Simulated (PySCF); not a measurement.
# Rotational lines of ZnS

Lines J+1 ← J of the vibrational ground state, computed from RHF-CCSD(T) constants of ZnS, ¹Σ⁺ (singlet), closed shell (Zn def2-TZVPP, S def2-TZVPP; no relativity (PySCF 2.14); masses 63.9291 and 31.9721 u), in MHz:

```csv
J,ν (MHz)
5,65847.4
6,76820.6
7,87793.1
8,98765.0
9,109736.0
```

(1) Find B0 and the effective bond length r0; with αe = 0.00103 cm⁻¹, find Re.

Correlated steps freeze 10 core orbitals. Where the molecule has an RHF reference, its open-shell atoms are computed with UHF. The CCSD T1 diagnostic is raised, a sign that a single reference may not be enough here.

Results:

(1) ν = 2B0(J+1) − 4D(J+1)³ gives B0 = 0.18305 cm⁻¹. With the reduced mass μred = 21.313 u, r0 = √(16.8576/(μred·B0)) (u, cm⁻¹, Å) = 2.0787 Å. Be = B0 + αe/2 = 0.18356 cm⁻¹ gives Re = 2.076 Å.
